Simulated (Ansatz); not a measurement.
Mulliken charges of AlBH6OSi, SMILES `[BH2][AlH][O][SiH3]` from ωB97M-V/def2-TZVPP in Ansatz (PBE0-D4/def2-TZVP geometry).

```csv
atom,x (Å),y (Å),z (Å),charge (e)
B1,-1.735,1.840,0.032,-0.226
Al2,0.290,1.285,0.337,0.372
O3,0.717,-0.330,0.078,-0.332
Si4,0.958,-1.907,-0.210,0.265
H5,-2.559,1.791,0.903,0.087
H6,-2.148,2.233,-1.023,0.087
H7,1.455,2.265,0.792,-0.110
H8,1.409,-2.591,1.031,-0.048
H9,-0.300,-2.553,-0.676,-0.049
H10,1.996,-2.085,-1.261,-0.047
```

Q: By hand: the dipole of these point charges (1 e Å = 4.8032 D).

A: Σ q r = (-0.200, 0.115, -0.018) e Å, of length 0.231 e Å = 1.11 D.

Q: How does the dipole of the full density compare? (Estimate.)

A: The calculation gave: (-0.116, 0.126, 0.003) e Å, 0.82 D; the point charges give 1.35 times that, at 18° from its direction.

Point charges leave out the atoms' own dipoles, such as those of lone pairs, and Mulliken's split depends on the basis, so the two needn't agree.
